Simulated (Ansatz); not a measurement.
One change: `CCCBO` becomes `OBCCBr`.

Ansatz, PBE0-D4/def2-TZVP geometries, multiplicity 1. Each molecule was computed in one conformer, which needn't be the lowest.

Scalar relativity is left out up to krypton.

```json
{"property": "HOMO energy (PBE/def2-TZVPP) / eV", "`CCCBO`": "-6.86"}
{"property": "HOMO energy (PBE0/def2-TZVPP) / eV", "`CCCBO`": "-8.28"}
{"property": "HOMO–LUMO gap (PBE/def2-TZVPP) / eV", "`CCCBO`": "6.12"}
{"property": "size of the dipole moment (ωB97M-V/def2-TZVPP) / D", "`CCCBO`": "1.95"}
{"property": "HOMO–LUMO gap (ωB97M-V/def2-TZVPP) / eV", "`CCCBO`": "12.74"}
{"property": "LUMO energy (PBE/def2-TZVPP) / eV", "`CCCBO`": "-0.74"}
```

Problem. What does the change do to each property? (An estimate is asked.)

Solution. The calculation gave: 
```
                                          property  `OBCCBr`  shift
                 HOMO energy (PBE/def2-TZVPP) / eV     -6.35   0.51
                HOMO energy (PBE0/def2-TZVPP) / eV     -7.64   0.64
               HOMO–LUMO gap (PBE/def2-TZVPP) / eV      5.12  -1.00
size of the dipole moment (ωB97M-V/def2-TZVPP) / D      2.56   0.61
           HOMO–LUMO gap (ωB97M-V/def2-TZVPP) / eV     11.64  -1.10
                 LUMO energy (PBE/def2-TZVPP) / eV     -1.23  -0.49
```

With PBE0 the HOMO rises by 0.64 eV and the LUMO falls by 0.50 eV, so the gap narrows by about 1.14 eV. PBE moves the HOMO by 0.51 eV and ωB97M-V by 0.69 eV. Dipoles are sizes alone; their direction can turn.

Spin–orbit coupling is left out; it splits and shifts lone-pair levels of the heavy atoms by tenths of an eV.
